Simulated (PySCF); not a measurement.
Spin states of BI

Unrestricted PBE0; basis B def2-SVPD, I def2-SVPD with ECP28; scalar-relativistic core potentials; PySCF 2.14. Outer shells of the fragments: B 2s2 2p1; I 4d10 5s2 5p5.

Followed along the bond (rough minima from three points):

```
2Ms+1  unpaired  ⟨S²⟩ at the start  R at minimum (Å)  Te (eV)
    1      none               0.00              2.14     0.00
    3  σ ↑, π ↑               2.01              2.07     1.63
```

Solutions found at the starting distance of 2.125 Å, counted from the lowest of them; the search is not exhaustive and high or unbound solutions are not listed, so other states can lie among these:

| 2Ms+1 | unpaired | term | E (eV) | ⟨S²⟩ | ⟨Lz²⟩ | μ (D) |
| --- | --- | --- | --- | --- | --- | --- |
| 1 | none | ¹Σ⁺ | 0.00 | 0.00 | 0.00 | 1.57 |
| 3 | σ ↑, π ↑ | ³Π | 1.65 | 2.01 | 1.01 | 0.27 |
| 1 | σ ↑, π ↓ | mixed | 2.38 | 1.01 | 1.01 | 0.73 |
| 3 | π ↑↑ | mixed | 4.46 | 2.01 | 2.01 | 4.38 |
| 3 | π ↑↑ | mixed | 4.71 | 2.01 | 2.01 | 4.32 |
| 1 | π ↑↓ | mixed | 4.75 | 1.01 | 2.01 | 4.31 |

A term symbol is given only where ⟨S²⟩ and ⟨Lz²⟩ are close to those of a pure state; real π, δ and φ orbitals otherwise mix terms. A positive dipole means B(−)I(+).

Spin–orbit coupling is left out. Counting both spins, an empty level lies below a filled one in some of these solutions, because spin and occupation are held.
